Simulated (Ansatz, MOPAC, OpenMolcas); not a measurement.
**GaCl3 (gallium trichloride (monomer)): methods side by side**

GaCl3 has 4 atoms, charge 0, and is taken as a singlet. As SMILES, `[Cl][Ga]([Cl])[Cl]`. The shape is that of a PBE0-D4/def2-TZVP optimisation.

Quantity: the HOMO–LUMO gap, in eV. The values are calculated.

| level | kind | program | value (eV) | CPU time |
| --- | --- | --- | --- | --- |
| PM6 | semi-empirical | MOPAC | 9.50 | under 2 s |
| HF/aug-cc-pVDZ | Hartree–Fock | Ansatz | 13.45 | 16 s |
| SVWN5/aug-cc-pVDZ | LDA | OpenMolcas | 4.85 | 39 s |
| BLYP/aug-cc-pVDZ | GGA | Ansatz | 4.86 | 31 s |
| M06-L/aug-cc-pVDZ | meta-GGA | OpenMolcas | 5.69 | 59 s |
| BHLYP/aug-cc-pVDZ | global hybrid | Ansatz | 9.44 | 36 s |
| CAM-B3LYP/aug-cc-pVDZ | range-separated hybrid | Ansatz | 9.61 | 34 s |
| B2PLYP/aug-cc-pVDZ | double hybrid | OpenMolcas | 9.69 | 34 s |

All-electron rows without a relativistic Hamiltonian named are non-relativistic. The values span 4.85 to 13.45 eV. Orbital gaps aren't excitation energies, and those of double hybrids come from the SCF part alone; they tend to grow with the share of exact exchange. CPU times are rough (shared hosts, several kinds of processor): they show what a rung costs within a factor of a few.
